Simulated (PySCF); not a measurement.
**Question.** Give a PBE0-D3(BJ)/def2-SVP geometry of `FC(F)C1=CBC=CC=C1`.

**Answer.** 
```
atom  x, y, z in Å
F1    -3.0762   -0.8078    0.4916
C2    -2.4875    0.2027   -0.1878
F3    -2.8210    0.0465   -1.4897
C4    -0.9838    0.1422   -0.0303
C5    -0.3272    1.2795    0.3724
B6     1.1705    1.5167    0.5745
C7     2.2405    0.4547    0.3369
C8     2.0750   -0.8489   -0.0643
C9     0.8753   -1.5515   -0.3641
C10   -0.4301   -1.1311   -0.3517
H11   -2.9063    1.1576    0.1724
H12   -0.9938    2.1311    0.5665
H13    1.5229    2.6182    0.9395
H14    3.2867    0.7419    0.5018
H15    2.9799   -1.4595   -0.1760
H16    1.0194   -2.5971   -0.6549
H17   -1.1686   -1.8898   -0.6286
```

Orientation and origin are arbitrary. Atoms count from 1 in this order. B6 (ring boron) is planar (angles 123.9°, 118.4° and 117.7°, sum 360.0°, 0.00 Å off the plane of its three neighbours). The 6 C–C bonds span 1.371 Å (C9=C10, drawn double) to 1.513 Å (C2–C4, drawn single), a spread of 0.142 Å. The 7-membered ring C4–C5–B6–C7–C8–C9–C10 has internal angles of 123.9° to 130.5° (sum 900°, against 900° for a flat polygon); it is planar, 0.01 Å rms from its mean plane, widest ring torsion 1°. Of the pairs four or more bonds apart, H11···H12 is among the closest relative to their van der Waals radii: 2.18 Å, 91 % of the sum of Bondi's values.

Bonds between heavy atoms (Å): F1–C2 1.352, C2–F3 1.353, C2–C4 1.513, C4=C5 1.374, C5–B6 1.530, B6–C7 1.526, C7=C8 1.374, C8–C9 1.422, C9=C10 1.371, C4–C10 1.425.

Theory: PBE0-D3(BJ)/def2-SVP geometry optimisation, gas phase (PySCF 2.14.0).

Point group: near Cs, missed by 0.27 Å at most; the miss may be what the optimiser left on a soft mode. No PBE0-D3(BJ)/def2-SVP frequencies stand behind this structure, so it isn't proved a minimum. One conformer, not necessarily the lowest (F1–C2–C4–C5 -129°).

Time: 1.7 min; peak memory 0.73 GiB. Hardware: one thread of an Arm Neoverse V2, on a shared host. These figures are those of the optimisation.
